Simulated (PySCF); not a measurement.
# Telling isomers of C₇H₁₁N₃ apart by NMR

Non-relativistic, gas phase, averaged over atoms made equivalent by symmetry, fast rotation or ring inversion, one computed conformer. GIAO PBE0/pcSseg-1 shieldings; GFN2-xTB geometry; PySCF.

Referencing at the same level of theory: ¹H (σref 31.72), ¹³C (σref 186.93) against TMS. Where no couplings were computed, multiplicities follow the n + 1 count of equivalent neighbours, and m marks all less simple cases (inequivalent or close neighbours, rings, F or P nearby). Shifts are as computed. Against solution values, carbons near 30 ppm lie about +3 ppm off and those near 130 ppm about +5 ppm. Of 1211 compounds with measured shifts, 218 miss one by over three times the rms of a fit or turn the order of signals round; such compounds aren't used in these exercises.

(1) Tabulate the signals of `CCc1nncn1C1CC1`, `CCc1nc(C)nnc1C`, `CCc1cnnn1C1CC1`, `CC(C)(C)c1cnncn1` and their relative energies.

(2) What is the quickest way to tell CCc1nc(C)nnc1C from CCc1cnnn1C1CC1?

(3) What is the quickest way to tell CCc1cnnn1C1CC1 from CC(C)(C)c1cnncn1?

(4) What is the quickest way to tell CCc1nncn1C1CC1 from CC(C)(C)c1cnncn1?

## Answers

(1) 
```tsv
SMILES	carbon types	δC	δH	E rel. (kcal/mol)
CCc1nncn1C1CC1	1×C 2×CH 3×CH2 1×CH3	160.5, 146.7, 25.7, 23.1, 16.2, 9.1	7.70 (s, 1H), 3.13 (m, 1H), 2.99 (q, 2H), 1.28 (t, 3H), 1.04 (m, 2H), 0.88 (m, 2H)	12.7
CCc1nc(C)nnc1C	3×C 1×CH2 3×CH3	171.6, 166.4, 159.1, 32.9, 26.6, 21.9, 16.0	3.03 (s, 3H), 2.88 (s, 3H), 2.77 (q, 2H), 1.24 (t, 3H)	0.0
CCc1cnnn1C1CC1	1×C 2×CH 3×CH2 1×CH3	145.1, 135.7, 29.7, 21.0, 17.8, 11.6	7.42 (s, 1H), 3.35 (m, 1H), 2.84 (q, 2H), 1.78 (m, 2H), 1.25 (t, 3H), 1.07 (m, 2H)	23.8
CC(C)(C)c1cnncn1	2×C 2×CH 3×CH3	173.9, 162.2, 156.6, 38.4, 31.0	9.95 (s, 1H), 9.88 (s, 1H), 1.41 (s, 9H)	10.6
```

Energies are electronic energies at PBE0/pcSseg-1 on these geometries, without zero-point or thermal terms, each for the one conformer computed, which needn't be the lowest.

(2) Count the carbon signals: 7 against 6. The first has a substituted aromatic carbon next to a ring nitrogen (C) at 171.6 ppm, the second an aromatic CH next to a ring nitrogen at 135.7 ppm. Their most deshielded carbons lie at 171.6 and 145.1 ppm. In the proton spectra the most deshielded non-exchanging signals are 3.03 (s, 3H) and 7.42 (s, 1H).

(3) Count the carbon signals: 6 against 5. The first has a three-membered-ring carbon (CH) at 29.7 ppm, the second a quaternary sp3 carbon on an aromatic ring (C) at 38.4 ppm. Their most deshielded carbons lie at 145.1 and 173.9 ppm. In the proton spectra the most deshielded non-exchanging signals are 7.42 (s, 1H) and 9.95 (s, 1H).

(4) Count the carbon signals: 6 against 5. The first has a three-membered-ring carbon (CH) at 25.7 ppm, the second a quaternary sp3 carbon on an aromatic ring (C) at 38.4 ppm. Their most deshielded carbons lie at 160.5 and 173.9 ppm. In the proton spectra the most deshielded non-exchanging signals are 7.70 (s, 1H) and 9.95 (s, 1H).
